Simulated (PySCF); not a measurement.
## Substituent chemical shifts

Parent skeleton `[CH2:1]=[CH:2][S:3][CH3:4]`; one hydrogen on atom 2 is replaced by X. Hydrogens on one atom are averaged.

No solvent, relativity neglected, single conformer, rapidly exchanging positions averaged. PBE0/pcSseg-1 with gauge-including orbitals; GFN2-xTB geometry; PySCF.

Shifts are taken against calculated references (same method and geometry level): TMS for $^{13}$C (σ = 186.93 ppm), $^{1}$H (σ = 31.72 ppm); CS2 for $^{33}$S (σ = 503.73 ppm).

Parent (X = H): C1 109.2, C2 143.8, S3 20.8, C4 17.1, H(C1) 5.08, H(C4) 2.17 ppm. Effects are Δδ = δ(X) − δ(H), positive for deshielding.

**Question.** Order these by the shift of H(C1), most shielded first.
A. X = allyl
B. X = COCF3
C. X = COCH3

**Answer.** A (-0.22 ppm), C (+0.75 ppm), B (+1.21 ppm).

**Question.** Order these by the shift of S3, most shielded first.
A. X = allyl
B. X = COCH3
C. X = COCF3

**Answer.** B (-8.0 ppm), A (+6.3 ppm), C (+10.2 ppm).
